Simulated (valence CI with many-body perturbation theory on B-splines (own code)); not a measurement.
Values are calculated unless marked as measured or tabulated.
## Sensitivity of CI+MBPT for Te XXXII

Level of theory: configuration interaction combined with many-body perturbation theory (CI+MBPT): three valence electrons over a frozen Dirac-Fock core [Ar], radial functions for each j: 6 s, 6 p, 5 d, 5 f, 1 g, with the one-electron correlation potential Σ1 (screened to all orders), the two-electron term Σ2, the three-electron term Σ3, Breit, model QED; selected single and double excitations, second order for the rest, scaled by the run's own slope (own B-spline code, finite nucleus).

The last digits are not significant, and no measured levels were compared; by estimate large intervals hold to a few tenths of a per cent, small ones and those within an open d or f shell to about a per cent. Only levels of the ground parity were solved; by the run's estimate the other parity begins above the list, which can be wrong where configurations are misplaced.

The reference run has the lowest level (3d3/2^3) J=3/2 and an ionisation energy of 1889.14 eV. Its largest variational space holds 2233 state functions.

Levels are named by their leading jj configuration (3d3/2^4 stands for four electrons in 3d with j = 3/2), which in mixed levels can hold well under half, so a name can repeat and another be missing. Letters in brackets count levels of one name in rising energy.

Changed runs:
A. averaging of valence orbitals over low configurations on → off
B. correlating orbitals by l 3 3 3 3 1 → 4 4 0 0 0; size limit of the variational space 10000 → 3000; second order for the rest on → off
C. highest l in the core sums 6 → 5; highest l with Σ1, explicit Σ2 and valence Breit (higher l get mean screening factors) 3 → 0
D. start configuration 3d3 → 3s3 (bad on purpose)

Excitation energies of the reference run in cm⁻¹, and shifts in cm⁻¹:

```
                    Level  Reference       A      B      C
(3d3/2^2 3d5/2) J=5/2 [a]      70068     +86   -566  -1944
    (3d3/2^2 3d5/2) J=7/2     108762     +28   -298    +78
    (3d3/2^2 3d5/2) J=3/2     113943    -117   +538  +1947
    (3d3/2^2 3d5/2) J=9/2     123524     -54   +128  +1815
    (3d3/2^2 3d5/2) J=1/2     133814    -133   +580  +3295
(3d3/2 3d5/2^2) J=7/2 [a]     195655     -50   +167  -1259
(3d3/2^2 3d5/2) J=5/2 [b]     202893    -121   +770  +2359
    (3d3/2 3d5/2^2) J=9/2     207036     -25    -40   -578
(3d3/2 3d5/2^2) J=3/2 [a]     233994    -117   +725    -24
    (3d3/2 3d5/2^2) J=1/2     246547    -216   +928  +1799
   (3d3/2 3d5/2^2) J=11/2     259113    -164   +682  +1620
(3d3/2 3d5/2^2) J=5/2 [a]     277801    -202  +1185  +3137
   Ionisation energy (eV)    1889.14  +0.027  -0.18  -2.13
```

Run D: It gave no result: a shell was given more electrons than it holds. The program said: "a valence shell holds more than 4l+2 electrons".
